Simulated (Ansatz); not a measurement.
oxadisiletane (CH₆OSi₂), SMILES C1O[SiH2][SiH2]1.

The structure is a stationary point at TPSSh-D3(BJ)/def2-SVP.

Two levels are set side by side: PBE/def2-SVPD (Ansatz, an electronic-structure program) and PBE0/def2-SVPD (Ansatz). Energy differences of separate SCF runs at the same geometry; the states with an electron removed or added have multiplicity 2 and 2. Differences are taken from unrounded values.

```
quantity                            PBE
---------------------------------  ----
vertical ionisation energy (eV)    9.55
vertical singlet–triplet gap (eV)  5.02
```

### Question
These are the PBE values. What does PBE0 give? (Estimate from the structure and the level; the computed values follow.)

### Answer

```json
[
 {"quantity": "vertical ionisation energy (eV)", "PBE0": "9.82", "PBE minus PBE0": "-0.27"},
 {"quantity": "vertical singlet–triplet gap (eV)", "PBE0": "5.31", "PBE minus PBE0": "-0.29"}
]
```
